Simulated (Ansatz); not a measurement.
C$_{3}$HF$_{5}$O (`O=C(C(F)F)C(F)(F)F`). Charge 0, multiplicity 1.

```json
{"atom": "O1", "x (Å)": "1.368", "y (Å)": "-0.389", "z (Å)": "1.206"}
{"atom": "C2", "x (Å)": "0.488", "y (Å)": "-0.146", "z (Å)": "0.446"}
{"atom": "C3", "x (Å)": "-0.931", "y (Å)": "-0.716", "z (Å)": "0.602"}
{"atom": "F4", "x (Å)": "-0.907", "y (Å)": "-1.731", "z (Å)": "1.471"}
{"atom": "F5", "x (Å)": "-1.364", "y (Å)": "-1.169", "z (Å)": "-0.595"}
{"atom": "C6", "x (Å)": "0.703", "y (Å)": "0.811", "z (Å)": "-0.754"}
{"atom": "F7", "x (Å)": "-0.373", "y (Å)": "1.591", "z (Å)": "-0.909"}
{"atom": "F8", "x (Å)": "1.757", "y (Å)": "1.581", "z (Å)": "-0.555"}
{"atom": "F9", "x (Å)": "0.885", "y (Å)": "0.116", "z (Å)": "-1.872"}
{"atom": "H10", "x (Å)": "-1.627", "y (Å)": "0.052", "z (Å)": "0.960"}
```

Question: List the harmonic frequencies (cm⁻¹, unscaled) at PBE0-D4/def2-TZVP in Ansatz. (Estimate.)

Answer: The calculation gave: 45, 53, 151, 206, 276, 316, 351, 435, 509, 555, 591, 657, 761, 882, 1032, 1147, 1192, 1215, 1254, 1321, 1367, 1405, 1904, 3066.

Question: Is this a minimum?

Answer: Yes, all 24 modes are real.

Question: Give the ideal-gas thermochemistry at 298.15 K and 1 bar (rigid rotor, harmonic oscillator; point group C1, symmetry number 1).

Answer: Zero-point energy 123.8 kJ/mol; H(298) − E = 147.7 kJ/mol; entropy 384.6 J/(mol·K), of which translation 171.2, rotation 121.0, vibration 92.4; G(298) − E = 33.0 kJ/mol. Modes under 100 cm⁻¹ are hindered rotations or soft bends, so the harmonic entropy is rough.

Question: And at 400, 500, 600, 800 and 1000 K?

Answer: 
```
T (K)  H − E (kJ/mol)  S (J/mol/K)  G − E (kJ/mol)
  400           161.2        423.5            -8.2
  500           176.4        457.4           -52.3
  600           193.2        487.9           -99.5
  800           229.9        540.5          -202.6
 1000           269.5        584.7          -315.2
```
